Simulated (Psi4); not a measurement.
C2H2, charge +1, doublet, at a GFN2-xTB geometry (a state made from the parent by changing its charge; the spin is typed, not shown lowest). Base run: MP2/aug-cc-pVDZ run with Psi4.

Input for Psi4:
```
memory 2 GB

molecule mol {
1 2
C    -0.005518    0.032082    0.612324
C    -0.017105    0.044938   -0.611300
H     0.052121   -0.213586   -1.666241
H     0.083618   -0.248535    1.660100
}

set {
  basis aug-cc-pvdz
  reference uhf
  freeze_core true
}

energy('mp2')
print_variables()
```

The base run was repeated with changes; each row names its change, and settings that it needs were set with it.

```
change               basis functions     E (Eh)  MP2 correlation (Eh)
-------------------  ---------------  ---------  --------------------
base                              64  -76.66838              -0.20527
basis = def2-SV(P)                32  -76.58054              -0.19476
basis = 6-31G*                    34  -76.65622              -0.20018
basis = pcseg-1                   38  -76.63679              -0.20667
basis = 6-31+G*                   42  -76.65711              -0.20057
basis = def2-SVPD                 56  -76.60605              -0.21059
basis = aug-pcseg-1               64  -76.64481              -0.21105
basis = def2-TZVP                 74  -76.72746              -0.24167
basis = pcseg-2                   88  -76.72502              -0.24380
basis = cc-pVTZ                   88  -76.73094              -0.24686
basis = def2-TZVPD                92  -76.72828              -0.24246
basis = def2-QZVPP               174  -76.75250              -0.26265
basis = def2-QZVP                174  -76.75250              -0.26265
```

Totals compare only among sets that treat the same electrons; sets with core potentials leave the core out.

Open shells are given as the SCF converged; they aren't shown to be the lowest states, and a large step between rows can be another state.
